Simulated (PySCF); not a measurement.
Excitation energy of Xe by level of theory

Xe [Xe] (1S) → Xe [Kr] 4d10 5s2 5p5 5d1 (high-spin determinant), as a difference of total energies. Calculation: PySCF 2.14, in aug-cc-pwCVTZ-PP with ECP28MDF (8s7p6d4f1g, 96 functions); a scalar-relativistic core potential. Correlated levels: valence: 4s2 4p6 4d10 frozen. The calculations carry no spin-orbit coupling.

```csv
method,excitation energy (eV)
UHF,10.279
MP2 (valence),10.835
SCS-MP2 (valence),10.845
CCSD (valence),10.695
CCSD(T) (valence),10.713
```

Problem. How much does correlation contribute at CCSD(T) (valence)?

Solution. 10.713 − (10.279) = 0.434 eV, measured against UHF.

The promoted electron is Rydberg-like, and one or two diffuse shells describe it only roughly, which tends to raise the upper state.

The determinant of the upper state mixes LS terms, which raises its energy above the lowest term, most at the Hartree-Fock and MP2 levels.
